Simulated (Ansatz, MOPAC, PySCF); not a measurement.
Pair of molecules: H2S (SMILES S) (first 3 atoms) with GeH4 (SMILES [GeH4]); geometry from B3LYP-D3(BJ)/def2-TZVP, rigid monomers moved along the line of their centres of mass till S1···Ge4 is 3.47 Å.
(charge 0, multiplicity 1):
```
atom    x (Å)    y (Å)    z (Å)
----  -------  -------  -------
S      0.1562  -0.3755  -0.3138
H      0.2778  -1.6336   0.1384
H     -1.1720  -0.3716  -0.1193
Ge     0.0033   0.1282   3.1193
H     -0.1245   0.2786   4.6456
H     -1.0037  -0.9286   2.6398
H      1.4278  -0.3231   2.7716
H     -0.3017   1.4735   2.4485
```

Interaction energies are E(AB) − E(A) − E(B) at the monomers' geometry in the complex; basis-set methods are counterpoise corrected. Rows marked so take none.

Rows in STO-3G carry no dispersion term and start afresh at each structure; the Pople sets are all-electron and without relativity. The state that PM6, PM7 reach isn't checked; PM7 holds dispersion and hydrogen-bond terms.

Codes used: Ansatz (Gaussian orbitals); MOPAC for PM6, PM7 (differences of heats of formation); PySCF for STO-3G rows. 

Task: One of these levels gives -1.62 kcal/mol for the interaction energy. Which?
A) PM6
B) wB97X-V/def2-TZVPPD
C) HF/STO-3G (no counterpoise)
D) PM7

Result: D, PM7. The others give 0.21 (PM6), 1.45 (HF/STO-3G (no counterpoise)), -0.19 (wB97X-V/def2-TZVPPD)

Ansatz is a quantum-chemistry and plane-wave program.
